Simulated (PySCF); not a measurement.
**Shapes and spin states of RuO₂Cl**

These are results of PBE0 in PySCF with Ru def2-TZVP with ECP28, O def2-TZVP, Cl def2-TZVP; scalar-relativistic core potentials, no spin–orbit coupling; density-fitted integrals, not measurements.

Relaxations began from a few typed shapes and spin states; open shells are unrestricted. The search is not exhaustive: other isomers or separated fragments can lie lower, and high-lying points may rest on an excited occupation.

```tsv
spin	group	bonds	angles	imaginary modes (cm⁻¹)	ΔE (kJ/mol)	ΔE with ZPE (kJ/mol)
doublet	C2v	Ru–Cl 2.188 Å, Ru–O 1.646 Å (×2)	Cl–Ru–O 115.7° (×2), O–Ru–O 128.7°	none	0.0	0.0
doublet	C2v	Ru–Cl 2.233 Å, Ru–O 1.652 Å (×2)	Cl–Ru–O 112.3° (×2), O–Ru–O 135.4°	none	30.3	30.7
quartet	C2v	Ru–Cl 2.210 Å, Ru–O 1.682 Å (×2)	Cl–Ru–O 122.8° (×2), O–Ru–O 114.4°	none	35.4	34.5
broken-symmetry Ms = 1/2 (⟨S²⟩ 1.77)	C2v	Ru–Cl 2.204 Å, Ru–O 1.685 Å (×2)	Cl–Ru–O 122.8° (×2), O–Ru–O 114.3°	none	74.6	73.3
quartet	Cs	Ru–Cl 2.265 Å, Ru–O 1.703 Å, Ru–O 1.710 Å	Cl–Ru–O 96.1°, Cl–Ru–O 149.8°, O–Ru–O 114.1°	none	194.5	191.0
quartet	C2v	Ru–Cl 2.192 Å, Ru–O 1.723 Å (×2)	Cl–Ru–O 107.6° (×2), O–Ru–O 144.7°	168i	226.8	–
```

The lowest minimum found is the doublet C2v: Ru–Cl 2.188 Å, Ru–O 1.646 Å (×2); Cl–Ru–O 115.7° (×2), O–Ru–O 128.7°.

Formally Ru is in oxidation state +5, d3, with 1 unpaired electron (the high-spin count would be 3). The Mulliken spin on Ru is 0.70. The polar-tensor charge on Ru, 1.64, is far below the formal one.

For the lowest minimum: open d and f shells are described by one determinant, and the ground state may have another occupation or spin.
